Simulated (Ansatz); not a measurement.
`C[O][In]([OH])[SH]` + `C=[C]([GeH3])Br` → `C[O][In]([OH])[Br]` + `C=[C](S)[GeH3]`  (redistribution)

Gas-phase electronic energies from Ansatz, PBE0-D4/def2-TZVP geometries. CBS: MP2 limit from def2 TZ/QZ plus the TZ coupled-cluster correction, frozen cores. def2 core potentials past Kr. For Br, Ge, In outer-core shells are correlated without core-valence functions, which leaves a few kJ/mol of doubt a bond. Scalar relativity is left out up to krypton. Each species was taken in one conformer, which may not be the lowest.

`C[O][In]([OH])[SH]`:

```xyz
10

C    -1.457   -0.011    1.202
O    -0.371   -0.757    0.704
In    0.838   -0.031   -0.671
O     0.467    1.854   -1.140
S     2.558   -1.384   -1.561
H    -1.276    1.070    1.216
H    -2.366   -0.190    0.613
H    -1.655   -0.331    2.231
H     1.076    2.211   -1.791
H     2.188   -2.430   -0.802
```

`C=[C]([GeH3])Br`:

```xyz
9

C     0.670   -0.343    1.410
C    -0.163    0.281    0.592
Ge   -0.280   -0.014   -1.330
Br   -1.370    1.581    1.276
H     0.704   -0.148    2.476
H     1.357   -1.084    1.014
H     0.020    1.302   -2.059
H    -1.696   -0.488   -1.679
H     0.757   -1.087   -1.700
```

`C[O][In]([OH])[Br]`:

Cartesian coordinates in Å:
```
C -1.416 -0.498 0.772
O -0.315 -0.767 -0.063
In 1.061 0.571 -0.496
O 2.515 0.063 -1.714
Br 0.924 2.795 0.502
H -1.473 -1.263 1.555
H -2.345 -0.535 0.192
H -1.369 0.481 1.265
H 2.418 -0.846 -2.014
```

`C=[C](S)[GeH3]`:

```xyz
10

C     0.123    0.877    1.437
C    -0.009    0.581    0.145
S    -0.248    1.861   -1.035
Ge   -0.071   -1.264   -0.472
H     0.146    1.901    1.800
H     0.208    0.093    2.181
H     0.100    1.165   -2.129
H    -1.473   -1.585   -1.013
H     0.280   -2.192    0.700
H     0.945   -1.437   -1.615
```

```tsv
level	ΔE (kJ/mol)
HF/def2-TZVPP	-63.6
MP2/def2-TZVPP	-48.7
```

What does CCSD(T)/CBS give? (Estimate.)

Computed: -53.6 kJ/mol. The listed levels differ from it by -10.0, 4.9 kJ/mol.

Largest T1 diagnostic among the species: 0.016.

In def2-TZVPP, CCSD(T) changes the Hartree–Fock value by +14.8 kJ/mol (the triples alone add +1.2 kJ/mol) and MP2 by +14.9 kJ/mol. From PBE to PBE0 (25 % exact exchange), in def2-TZVPP and without D4, ΔE moves by −3.9 kJ/mol.
